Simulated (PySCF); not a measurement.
## How methods differ on the excitation energy of B(2+)

B(2+) [He] 2s1 (2S) → B(2+) [He] 3d1 (2D), as a difference of total energies. All numbers are calculated (PySCF 2.14, the spin-free X2C one-electron Hamiltonian (Gaussian nucleus), in dyall-acv3z (15s9p4d2f, 76 functions)). Correlated levels: valence and next inner shell: nothing frozen; virtual orbitals above 40 to 60 times the deepest correlated orbital energy dropped. The calculations carry no spin-orbit coupling.

| method | excitation energy (eV) |
| --- | --- |
| UHF | 24.293 |
| LDA | 23.849 |
| PBE | 23.738 |
| PBE0 | 23.909 |
| r2SCAN | 23.728 |
| r2SCAN0 | 23.935 |
| M06-L | 22.549 |
| B97-3 | 23.429 |
| M06-2X | 23.936 |
| MP2 (valence and next inner shell) | 24.369 |
| SCS-MP2 (valence and next inner shell) | 24.361 |

**Question.** How much does correlation contribute at MP2 (valence and next inner shell)?

**Answer.** 24.369 − (24.293) = 0.076 eV, measured against UHF.

The promoted electron is Rydberg-like, and one or two diffuse shells describe it only roughly, which tends to raise the upper state.
